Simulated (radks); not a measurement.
Results of a calculation; reference values are marked as such.
Problem. The mean radii <r> (bohr) of the occupied orbitals of an atom or ion are listed with their occupations. Code: a radial shooting solver on a logarithmic mesh with Libxc functionals. Model: scalar-relativistic Kohn-Sham, SCAN, spin-polarised, spherical densities, finite nucleus; meta-GGA in the generalised Kohn-Sham scheme; Fermi nuclear charge, rms radius of each element as measured or else 0.836 A^(1/3) + 0.57 fm.

| orbital | occ. | <r> |
|---|---|---|
| 1s down | 1 | 0.01804 |
| 1s up | 1 | 0.01804 |
| 2s up | 1 | 0.07618 |
| 2s down | 1 | 0.07618 |
| 2p up | 3 | 0.06834 |
| 2p down | 3 | 0.06834 |
| 3s up | 1 | 0.1972 |
| 3s down | 1 | 0.1972 |
| 3p up | 3 | 0.1978 |
| 3p down | 3 | 0.1978 |
| 3d up | 5 | 0.1794 |
| 3d down | 5 | 0.1794 |
| 4s up | 1 | 0.4404 |
| 4s down | 1 | 0.4404 |
| 4p up | 3 | 0.4682 |
| 4p down | 3 | 0.4681 |
| 4d up | 5 | 0.5001 |
| 4d down | 5 | 0.4997 |
| 5s up | 1 | 1.044 |
| 5s down | 1 | 1.033 |
| 5p up | 3 | 1.213 |
| 5p down | 3 | 1.196 |
| 4f up | 7 | 0.5829 |
| 4f down | 7 | 0.5773 |
| 5d up | 5 | 1.757 |

Name the element and its charge. Open shells, if any, are filled with parallel spins first.

Solution. Z = 75, rhenium, charge +2: Re2+ in [Xe] 4f14 5d5. The 1s radius gives Z: for a bare nucleus <r> = (2 gamma + 1)/(2Z) with gamma = sqrt(1 - (Z/c)^2), 0.01783 bohr for Z = 75, and screening makes it slightly larger (0.01804 here). The occupations add up to 73, and the charge is Z minus that.
